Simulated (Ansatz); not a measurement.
One change: `O=C[SiH]1NCN1` becomes `[SiH3][SiH]1NCN1`.

Ansatz, PBE0-D4/def2-TZVP geometries, multiplicity 1. Each molecule was computed in one conformer, which needn't be the lowest.

```tsv
property	`O=C[SiH]1NCN1`
size of the dipole moment (ωB97M-V/def2-TZVPP) / D	2.46
LUMO energy (B3LYP/def2-TZVPP) / eV	-1.77
LUMO energy (ωB97M-V/def2-TZVPP) / eV	0.72
LUMO energy (PBE/def2-TZVPP) / eV	-2.65
size of the dipole moment (B3LYP/def2-TZVPP) / D	2.45
HOMO energy (ωB97M-V/def2-TZVPP) / eV	-8.73
```

(1) What does the change do to each property? (An estimate is asked.)

Results:

(1) Ansatz gave: 
```json
{"property": "size of the dipole moment (ωB97M-V/def2-TZVPP) / D", "`[SiH3][SiH]1NCN1`": "1.89", "shift": "-0.57"}
{"property": "LUMO energy (B3LYP/def2-TZVPP) / eV", "`[SiH3][SiH]1NCN1`": "-0.72", "shift": "1.05"}
{"property": "LUMO energy (ωB97M-V/def2-TZVPP) / eV", "`[SiH3][SiH]1NCN1`": "1.19", "shift": "0.47"}
{"property": "LUMO energy (PBE/def2-TZVPP) / eV", "`[SiH3][SiH]1NCN1`": "-1.40", "shift": "1.25"}
{"property": "size of the dipole moment (B3LYP/def2-TZVPP) / D", "`[SiH3][SiH]1NCN1`": "1.87", "shift": "-0.58"}
{"property": "HOMO energy (ωB97M-V/def2-TZVPP) / eV", "`[SiH3][SiH]1NCN1`": "-8.72", "shift": "0.01"}
```

With PBE0 the HOMO falls by 0.07 eV and the LUMO rises by 0.97 eV, so the gap widens by about 1.04 eV. PBE moves the HOMO by -0.17 eV and ωB97M-V by 0.01 eV. Dipoles are sizes alone; their direction can turn.

B3LYP here is the variant with VWN-RPA as its local correlation; programs differ in this.
